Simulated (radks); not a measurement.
Fractional charge and spin in the 4s shell of scandium: the spin-up occupation runs from 0 to 1 and the spin-down occupation from 0 to 1; the fullest corner is Sc, [Ar] 3d(up 0.5, down 0.5) 4s(up 1, down 1). All-electron calculation, non-relativistic Kohn-Sham, LDA (Slater exchange, Perdew-Wang correlation), spin-polarised, spherical densities, point nucleus. Program: a radial shooting solver on a logarithmic mesh with Libxc functionals. Energy (eV) above the fullest corner. The planes named below are the two flat planes that join the four corners, with an edge along up + down = one added electron.

| down \ up | 0 | 0.25 | 0.5 | 0.75 | 1 |
|---|---|---|---|---|---|
| 0 | 19.893 | 16.102 | 12.642 | 9.539 | 6.801 |
| 0.25 | 16.102 | 12.712 | 9.661 | 6.963 | 4.620 |
| 0.5 | 12.642 | 9.661 | 7.015 | 4.715 | 2.759 |
| 0.75 | 9.539 | 6.963 | 4.715 | 2.802 | 1.221 |
| 1 | 6.801 | 4.620 | 2.759 | 1.221 | 0.000 |

Corners above the fullest one (they belong to Sc+ and the next ion): (up 1, down 0) 6.801 eV, (up 0, down 1) 6.801 eV, (up 0, down 0) 19.893 eV. With half an added electron in each spin the energy lies 0.215 eV from the planes, and with half an added electron in spin up alone -0.705 eV. The planes are only a guide here: the flat-plane condition holds for ground states with one frontier orbital, while this shell lies below other occupied shells, so the corners above the fullest one are inner-hole states and not the ground states of those ions.
